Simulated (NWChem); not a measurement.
C4H3FS; SMILES Fc1cccs1

```xyz
9

F     -0.0725    -2.1372     0.0000
C     -0.2154    -0.8101     0.0000
C     -1.3793    -0.1061     0.0000
C     -1.1253     1.3043     0.0000
C      0.2029     1.6193     0.0000
S      1.2101     0.1945     0.0000
H     -2.3581    -0.5696     0.0000
H     -1.9117     2.0510     0.0000
H      0.6638     2.5974     0.0000
```
Atoms are numbered in this order, from 1.

The geometry was optimised at B3LYP/6-31G* (spherical d).

Symmetry labels are those of Cs in the frame above (b1 and b2, or b-type labels, depend on it).

Task: List the 4 lowest vertical singlet excitations from Hartree-Fock/6-31+G* (spherical d), CIS (NWChem).

Result: 
```json
[
 {"state": "S1", "energy (eV)": "6.14", "oscillator strength": "0.108", "symmetry": "a'", "leading excitation (squared amplitude)": "HOMO → LUMO+4 (0.75)"},
 {"state": "S2", "energy (eV)": "6.43", "oscillator strength": "0.004", "symmetry": "a\"", "leading excitation (squared amplitude)": "HOMO → LUMO (0.22)"},
 {"state": "S3", "energy (eV)": "6.62", "oscillator strength": "0.009", "symmetry": "a\"", "leading excitation (squared amplitude)": "HOMO → LUMO (0.28)"},
 {"state": "S4", "energy (eV)": "6.79", "oscillator strength": "0.000", "symmetry": "a\"", "leading excitation (squared amplitude)": "HOMO → LUMO+1 (0.31)"}
]
```
